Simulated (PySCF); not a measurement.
## r²SCAN beside CCSD(T) along the third period: bonds to Sn

r²SCAN and CCSD(T) in PySCF with x2c-SVPall on every atom, spin-free X2C, for the lowest determinant that a PBE0 search found; no spin–orbit coupling.

```tsv
molecule	state (unpaired electrons)	r²SCAN Re (Å)	r²SCAN ωe (cm⁻¹)	r²SCAN De (eV)	CCSD(T) Re (Å)	CCSD(T) ωe (cm⁻¹)	CCSD(T) De (eV)
NaSn	quartet (σ ↑, π ↑↑)	2.904	187	1.35	2.941	189	1.18
AlSn	quartet (σ ↑, π ↑↑)	2.648	272	2.36	2.671	270	2.00
SiSn	triplet (π ↑↑)	2.525	349	2.84	?	?	?
SnS	singlet (closed shell)	2.229	494	4.99	2.247	474	4.41
SnCl	doublet (π ↑)	2.392	357	3.91	2.396	360	3.34
```

**Question.** Estimate the CCSD(T) values of SiSn by adding the mean shift from r²SCAN to CCSD(T) of the other rows, and compare with the calculation.

**Answer.** The mean shifts are +2.0 pm, -4 cm⁻¹ and -0.42 eV, which give 2.545 Å, 345 cm⁻¹ and 2.42 eV. CCSD(T)/x2c-SVPall gives Re = 2.537 Å, ωe = 344 cm⁻¹, De = 2.25 eV.

**Question.** What are the mean differences of r²SCAN from CCSD(T) over the whole series?

**Answer.** Re -1.9 pm, ωe +4 cm⁻¹, De +0.45 eV.

In a basis of this size CCSD(T) is itself not converged; it tends to give bonds that are too long and too weak.

Correlated steps freeze the inner cores (19 to 23 orbitals); shallow outer-core shells are correlated. Correlated levels converge slowly with the basis: in double zeta they bind strong bonds too weakly, by up to about 1 eV, and carry superposition errors of some tenths. Spin–orbit coupling is left out, which matters for elements this heavy, above all for dissociation energies. Where the molecule has an RHF reference, its open-shell atoms are computed with UHF. The CCSD T1 diagnostic is raised in SnS, a sign that a single reference may not be enough there. States were picked by a PBE0 search and need not be the measured ground states.
